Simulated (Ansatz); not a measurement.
Input (CCSDT(Q)/def2-SVP; Ansatz, a quantum-chemistry and plane-wave program):

Ansatz 0.2 input:
```yaml
crystal:
  periodic: [false, false, false]
  atoms:
    - {symbol: Si, position_ang: [-1.31064769, -0.31104122, 0.47162826]}
    - {symbol: Cl, position_ang: [-2.20603658, 1.41489788, -0.22644633]}
    - {symbol: I, position_ang: [1.08091942, -0.36613929, -0.08881083]}
    - {symbol: H, position_ang: [-1.43704014, -0.29330415, 1.95376561]}
basis:
  gaussian:
    orbitals: def2-SVP
magnetization: {spin_polarized: true, initial_magnetization: 1}
correlation: {method: ccsdt_q, electrons: outside_noble_gas}
```

Output:

```
Functional definition: HF
integrals: 0.10 GiB planned
1223 factors; integrals over basis functions are off by at most 2.2e-7 eV
mean field: 0.46 GiB planned
mean field evaluation 1: about -28447.7072 eV, gradient 1.1e1 eV
mean field evaluation 2: about -28447.7240 eV, gradient 1.1e1 eV
mean field evaluation 4: about -28448.8820 eV, gradient 1.7e0 eV
mean field evaluation 8: about -28448.9396 eV, gradient 2.1e-1 eV
mean field evaluation 16: about -28447.7078 eV, gradient 1.1e1 eV
mean field evaluation 32: about -28445.2932 eV, gradient 4.0e-1 eV
mean field -28448.94110744 eV, -1045.4793023137 hartree, gradient 6.0e-6 eV, S^2 0.755751; 0 other end points of the search recorded, 0 dependent functions left out
19 core orbitals not correlated
reference -28448.94110744 eV, -1045.4793023137 hartree; 10, 9 occupied and 38, 39 virtual orbitals, 1223 factors
second order -8.30892225 eV of doubles, -0.00000000 eV of singles
coupled cluster: 2.19 GiB planned
cycle   1  -8.94373354 eV  change   -6.3e-1 eV  update   8.5e-2
cycle   2  -9.29660711 eV  change   -3.5e-1 eV  update   3.6e-2
cycle   3  -9.48108634 eV  change   -1.8e-1 eV  update   2.2e-2
cycle   4  -9.46622597 eV  change    1.5e-2 eV  update   7.8e-3
cycle   5  -9.46644389 eV  change   -2.2e-4 eV  update   4.6e-3
cycle   6  -9.46891683 eV  change   -2.5e-3 eV  update   2.2e-3
cycle   7  -9.46882801 eV  change    8.9e-5 eV  update   1.2e-3
cycle   8  -9.46892408 eV  change   -9.6e-5 eV  update   4.8e-4
cycle   9  -9.46900465 eV  change   -8.1e-5 eV  update   2.4e-4
cycle  10  -9.46884351 eV  change    1.6e-4 eV  update   1.2e-4
cycle  11  -9.46889580 eV  change   -5.2e-5 eV  update   5.9e-5
cycle  12  -9.46891350 eV  change   -1.8e-5 eV  update   2.7e-5
cycle  13  -9.46892703 eV  change   -1.4e-5 eV  update   1.3e-5
cycle  14  -9.46894007 eV  change   -1.3e-5 eV  update   5.7e-6
cycle  15  -9.46894170 eV  change   -1.6e-6 eV  update   2.6e-6
cycle  16  -9.46894180 eV  change   -9.9e-8 eV  update   1.4e-6
perturbative correction -0.01834371 eV, -0.0006741190 hartree
Total energy: -28458.42839296 eV, -1045.8279536256 hartree
```
